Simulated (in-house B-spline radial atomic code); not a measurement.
Radial electron density of Ni, [Ar] 3d8 4s2. Level of theory: non-relativistic CAM-B3LYP, spin-polarised, spherical fractional occupations, point nucleus; calculated with a radial B-spline atomic code at the basis-set limit.

Caution: exact exchange at fractional occupations of open shells leaves self-interaction of up to several eV.

Columns: r (bohr), 4πr²n(r) (electrons per bohr), bar.

```
 0.00242    0.961 #
 0.00297    1.404 ##
 0.00364    2.031 ##
 0.00446    2.912 ###
 0.00546    4.126 #####
 0.00669    5.783 #######
 0.00821    7.999 #########
  0.0101    10.89 #############
  0.0123    14.29 ################
  0.0151    18.43 #####################
  0.0185    22.91 ##########################
  0.0227    27.37 ###############################
  0.0278    31.07 ####################################
  0.0341    33.33 ######################################
  0.0418    33.56 #######################################
  0.0512    31.78 #####################################
  0.0627    28.95 #################################
  0.0769    26.84 ###############################
  0.0943    27.34 ###############################
   0.116    31.04 ####################################
   0.142    35.87 #########################################
   0.174    38.25 ############################################
   0.213    35.23 #########################################
   0.261    27.44 ################################
   0.319    19.52 ######################
   0.392    16.01 ##################
    0.48    17.64 ####################
   0.588     20.2 #######################
   0.721    19.45 ######################
   0.883    15.04 #################
    1.08    9.587 ###########
    1.33    5.272 ######
    1.63    2.926 ###
    1.99    1.826 ##
    2.44     1.23 #
    2.99   0.8021 #
    3.67   0.4527 #
     4.5   0.2068 
    5.51  0.07189 
    6.76   0.0173 
    8.28 0.002734 
    10.1 0.0002709
```

On this grid the curve has 3 maxima, near 0.0418, 0.174, 0.588 bohr.

The 4s up radial function P(r) = rR(r), positive near the nucleus:

```tsv
r (bohr)	P
0.000714	0.005744
0.00107	0.008522
0.00161	0.01263
0.00242	0.01855
0.00364	0.02695
0.00546	0.03834
0.00821	0.05316
0.0123	0.07036
0.0185	0.08688
0.0278	0.09458
0.0418	0.0796
0.0627	0.02654
0.0943	-0.06598
0.142	-0.153
0.213	-0.1363
0.319	0.04193
0.48	0.2492
0.721	0.2001
1.08	-0.1537
1.63	-0.5326
2.44	-0.6346
3.67	-0.4458
5.51	-0.1817
8.28	-0.03496
```
